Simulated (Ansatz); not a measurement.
Program: Ansatz. Geometries: PBE0-D4/def2-TZVP. ΔE: electronic, gas phase. CCSD(T)/CBS adds triple-zeta CCSD(T) − MP2 to the extrapolated MP2 energy (def2 sets, frozen cores). This one scheme is used for every species. DFT in def2-TZVPP. B3LYP here is the variant with VWN-RPA as its local correlation; programs differ in this. For Br outer-core shells are correlated without core-valence functions, which leaves a few kJ/mol of doubt a bond. Scalar relativity is left out up to krypton. Each species was taken in one conformer, which may not be the lowest.

Consider the ligand exchange at the Si–O bond: `CO[SiH](N)O` + HBr → `CO[SiH](N)Br` + H₂O.

`CO[SiH](N)O`:

```xyz
12

C    -1.393   -0.951    1.122
O    -0.981   -0.255   -0.032
Si    0.577    0.074   -0.394
N     0.726    1.120   -1.726
O     1.192    0.759    0.967
H    -1.084   -0.428    2.033
H    -2.482   -1.022    1.108
H    -0.981   -1.967    1.146
H     1.301   -1.174   -0.750
H     0.269    2.018   -1.728
H     0.770    0.732   -2.655
H     2.087    1.095    0.909
```

HBr:

Cartesian coordinates in Å:
```
Br 0.554 0.409 -0.173
H -0.554 -0.409 0.173
```

`CO[SiH](N)Br`:

Cartesian coordinates in Å:
```
C 0.436 -0.425 -1.821
O 0.632 0.137 -0.542
Si -0.366 -0.087 0.729
N 0.111 0.777 2.099
Br -2.390 0.632 0.133
H -0.456 -0.008 -2.299
H 0.329 -1.515 -1.770
H 1.308 -0.189 -2.431
H -0.460 -1.528 1.050
H 0.845 0.431 2.696
H 0.009 1.776 2.156
```

H₂O:

Cartesian coordinates in Å:
```
O -0.152 -0.309 0.181
H -0.522 0.174 -0.561
H 0.674 0.135 0.381
```

(1) Is it downhill or uphill in electronic energy at CCSD(T)/CBS, and by how much? (Best estimate.)

(2) What do these levels give: ωB97M-V, B2PLYP, r2SCAN, B3LYP, CCSD(T)/def2-TZVPP, HF/def2-QZVPP? (Best estimate.)

Largest T1 diagnostic among the species: 0.011.

Answers

(1) Computed: Uphill: ΔE = +3.2 kJ/mol.

(2) Computed: ωB97M-V 7.2, B2PLYP 11.8, r2SCAN 8.1, B3LYP 14.2, CCSD(T)/def2-TZVPP 10.9, HF/def2-QZVPP 19.2 kJ/mol.

In def2-TZVPP, CCSD(T) changes the Hartree–Fock value by −7.3 kJ/mol (the triples alone add −1.9 kJ/mol) and MP2 by −13.9 kJ/mol. The D4 term adds −5.5 kJ/mol with B3LYP and −2.9 kJ/mol with PBE0; it sums over pairs of atoms, weighted by their polarisabilities, and B3LYP, whose exchange is more repulsive, gets the larger term.
